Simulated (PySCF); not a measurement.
The PySCF input:
```python
from pyscf import gto, scf, mcscf
import numpy

mol = gto.M(
    atom='''
N    -1.612727   -0.947604   -0.382047
Ge   -0.033708   -0.227824    0.069582
N     1.322658   -1.419832   -0.069256
F    -0.156607    0.058476    1.796076
Cl    0.270896    1.669087   -0.798514
H    -1.594720   -1.858378   -0.812496
H    -2.311836   -0.364423   -0.814460
H     1.840205   -1.551649    0.789885
H     1.979728   -1.263893   -0.820388
''',
    basis='sto-3g',
    charge=0,
    spin=0,
    verbose=4,
)

mf = scf.RHF(mol)
mf.kernel()
mc = mcscf.CASSCF(mf, 6, 8)
mc.fix_spin_(ss=0.0)
mc.kernel()
occ = numpy.linalg.eigvalsh(mc.fcisolver.make_rdm1(mc.ci, mc.ncas, mc.nelecas))[::-1]
ss = mc.fcisolver.spin_square(mc.ci, mc.ncas, mc.nelecas)[0]
print('natural occupations', occ.round(4), ' <S^2>', round(ss, 4))
```

### Question
Estimate the SCF-reference HOMO energy that PySCF with CASSCF(8,6)/STO-3G returns for this input.

### Answer
-9.11 eV

### Question
Estimate the SCF-reference Mulliken (on the basis functions themselves) charges in atom order that CASSCF(8,6)/STO-3G returns for this input.

### Answer
N1 -0.61, Ge2 1.23, N3 -0.59, F4 -0.30, Cl5 -0.40, H6 0.17, H7 0.17, H8 0.17, H9 0.16

### Question
Predict the nuclear repulsion energy from CASSCF(8,6)/STO-3G.

### Answer
515.5519 Eh

### Question
What is the computed total energy (CASSCF(8,6)/STO-3G)?

### Answer
-2714.3243 Eh
